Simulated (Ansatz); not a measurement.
Consider the redistribution: `[F][In]([F])[SiH3]` + `[MgH][Br]` → `[F][InH][SiH3]` + `[F][Mg][Br]`.

Computed with Ansatz on PBE0-D4/def2-TZVP structures; ΔE is electronic, products minus reactants. CCSD(T)/CBS adds triple-zeta CCSD(T) − MP2 to the extrapolated MP2 energy (def2 sets, frozen cores). Functionals use def2-TZVPP. B3LYP here is the variant with VWN-RPA as its local correlation; programs differ in this. HSE06 is defined as in plane-wave codes. Elements past krypton have def2 core potentials. For Br, In, Mg outer-core shells are correlated without core-valence functions, which leaves a few kJ/mol of doubt a bond. Scalar relativity is left out up to krypton.

`[F][In]([F])[SiH3]`:

Z-matrix (Å, degrees):
```
Si
In 1 2.541
H 1 1.482 2 108.7
H 1 1.483 2 107.5 3 -119.7
H 1 1.482 2 108.5 3 120.7
F 2 1.944 1 127.2 3 25.4
F 2 1.944 1 126.9 3 -155.2
```

`[MgH][Br]`:

Cartesian coordinates in Å:
```
Mg 0.044 -0.041 -0.209
Br -0.431 0.398 2.039
H 0.387 -0.357 -1.830
```

`[F][InH][SiH3]`:

Cartesian coordinates in Å:
```
F 2.525 0.510 -0.752
In 0.632 1.043 -0.688
Si -0.707 -0.755 0.545
H 0.438 2.552 -1.477
H -0.164 -0.911 1.920
H -0.576 -2.045 -0.181
H -2.147 -0.394 0.633
```

`[F][Mg][Br]`:

```xyz
3

F     0.147    0.780   -1.765
Mg    0.015    0.077   -0.174
Br   -0.161   -0.858    1.940
```

```json
{"level": "B97M-V", "ΔE (eV)": "-0.88"}
{"level": "B3LYP-D4", "ΔE (eV)": "-1.03"}
{"level": "CAM-B3LYP-D4", "ΔE (eV)": "-1.04"}
{"level": "ωB97M-V", "ΔE (eV)": "-1.03"}
{"level": "r2SCAN", "ΔE (eV)": "-1.04"}
{"level": "HSE06", "ΔE (eV)": "-1.04"}
{"level": "CCSD(T)/def2-TZVPP", "ΔE (eV)": "-1.06"}
{"level": "HF/def2-QZVPP", "ΔE (eV)": "-1.05"}
```

(1) What does CCSD(T)/CBS give? (Estimate.)

Largest T1 diagnostic among the species: 0.016.

Results:

(1) The calculation gave: -1.07 eV. The listed levels differ from it by 0.19, 0.04, 0.03, 0.04, 0.03, 0.03, 0.01, 0.02 eV.

From BLYP to BHLYP (50 % exact exchange), in def2-TZVPP and without D4, ΔE moves by −0.07 eV. Leaving LDA and LC-ωPBE aside and taking each functional with its dispersion term where it has one, the values, not all of them listed here, spread over 0.20 eV, from r2SCAN0-D4 to B97M-V. LDA lies −0.04 eV from PBE without D4. In def2-TZVPP, CCSD(T) changes the Hartree–Fock value by −0.05 eV (the triples alone add +0.02 eV) and MP2 by −0.10 eV.
